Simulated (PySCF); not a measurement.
# SiB2H4O7

SiB2H4O7 is a molecule drawn as a unit of a network glass or zeolite (built as: B3 Si B3, OH ends, O bridges), neutral, singlet. The structure, one conformer, was relaxed in the gas phase by PBE0-D3(BJ)/def2-SVP. No frequency run checks that it is a minimum.

SMILES: OB1OB(O)O[Si](O)(O)O1

```xyz
14

O     2.801   -0.420   -0.681
B     1.509   -0.143   -0.395
O     0.648   -1.183   -0.159
Si   -0.977   -0.993    0.099
O    -1.436   -1.848    1.419
O    -1.898   -1.474   -1.161
O    -1.179    0.645    0.257
B    -0.192    1.562   -0.010
O    -0.446    2.888    0.048
O     1.085    1.167   -0.333
H     3.303    0.388   -0.825
H    -0.792   -1.942    2.127
H    -2.218   -2.380   -1.134
H    -1.368    3.053    0.270
```
Atoms count from 1 in this order.

Shieldings: GIAO PBE0/pcSseg-1. Shifts are against computed references at the same level: H TMS (σ 31.27 ppm), Si TMS (σ 352.0 ppm). Core levels by delta-SCF with SCAN, pcX-2 on the ionised atom and pcseg-1 elsewhere, spin-free X2C; from the vacuum level, for chosen atoms.

Question: Give the shieldings and core levels atom by atom.

Answer: 
| atoms | bonded to | σ (ppm) | δ (ppm) | core level (eV) |
| --- | --- | --- | --- | --- |
| O1 | 1 B + 1 H | 236.6 | - | 1s 539.31 |
| B2 | 3 O | 82.9 | - | - |
| O3 | 1 B + 1 Si | 216.2 | - | - |
| Si4 | 4 O | 424.6 | -72.6 | - |
| O5 | 1 Si + 1 H | 282.3 | - | - |
| O6 | 1 Si + 1 H | 285.7 | - | - |
| O7 | 1 B + 1 Si | 217.0 | - | 1s 538.81 |
| B8 | 3 O | 83.0 | - | 1s 198.73 |
| O9 | 1 B + 1 H | 235.5 | - | 1s 539.36 |
| O10 | 2 B | 199.3 | - | 1s 538.93 |
| H11 | 1 O | 27.96 | 3.30 | - |
| H12 | 1 O | 29.26 | 2.01 | - |
| H13 | 1 O | 29.09 | 2.18 | - |
| H14 | 1 O | 27.94 | 3.33 | - |

Values are those of this one static structure; atoms that internal rotation interchanges would show their mean in an NMR spectrum.

Question: Which of O1, O7, O9, O10 holds its core electrons tightest, and by how much against the loosest?

Answer: O9 (bonded to 1 B + 1 H), by 0.55 eV over O7 (bonded to 1 B + 1 Si).

Question: By CAM-B3LYP/def2-SVPD (TDDFT singlets, Tamm-Dancoff triplets, ionisation by delta-SCF), where does absorption start, and what does vertical ionisation take?

Answer: The lowest singlet lies at 8.17 eV (f 0.003), the strongest of the first 6 at 8.80 eV (f 0.034), the lowest triplet at 7.89 eV; vertical ionisation takes 11.86 eV.

The 3 runs behind this took 11 min in all, one thread each of Arm Neoverse V1 on a shared host, launched as `OMP_NUM_THREADS=1 python cluster_run.py task.json out`.
